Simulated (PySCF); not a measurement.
Be2O, SMILES [Be][O][Be] (connectivity only; charge and spin as stated), neutral, multiplicity 1.

Coordinates come from a B3LYP-D3(BJ)/def2-TZVPD optimisation. A frequency run showed that this geometry is not a minimum.

Computed with TDA-B3LYP/def2-TZVPD (PySCF 2.14.0).

Vertical excitations; the highest root listed may be one member of a degenerate set. The molecule is in vacuum. State labels are in the subgroup D2h.

**Question.** Estimate the UV-visible absorptions. (Estimate from the structure and the level; the computed values follow.)

**Answer.** 
```csv
state,symmetry,energy (eV),λ (nm),f,main pairs
S1,B1u,3.59,346,1.737,HOMO→LUMO 79 %
S2,B3g,3.76,330,0.000,HOMO→LUMO+2 (degenerate set)
S3,B2g,3.76,330,0.000,HOMO→LUMO+1 (degenerate set)
S4,B3u,4.13,300,0.456,HOMO→LUMO+4 (degenerate set)
S5,B2u,4.13,300,0.456,HOMO→LUMO+3 (degenerate set)
S6,B3g,4.71,263,0.000,HOMO−2→LUMO (degenerate set)
S7,B2g,4.71,263,0.000,HOMO−1→LUMO (degenerate set)
S8,Ag,4.89,253,0.000,HOMO→LUMO+5 95 %
S9,B1u,5.12,242,0.000,HOMO→LUMO+6 89 %
S10,Ag,5.32,233,0.000,HOMO→LUMO+7 96 %
T1,B3g,2.70,459,0,HOMO→LUMO+2 (degenerate set)
T2,B2g,2.70,459,0,HOMO→LUMO+1 (degenerate set)
T3,B3u,3.41,363,0,HOMO→LUMO+4 (degenerate set)
T4,B2u,3.41,363,0,HOMO→LUMO+3 (degenerate set)
```
Triplets are in the Tamm–Dancoff approximation.
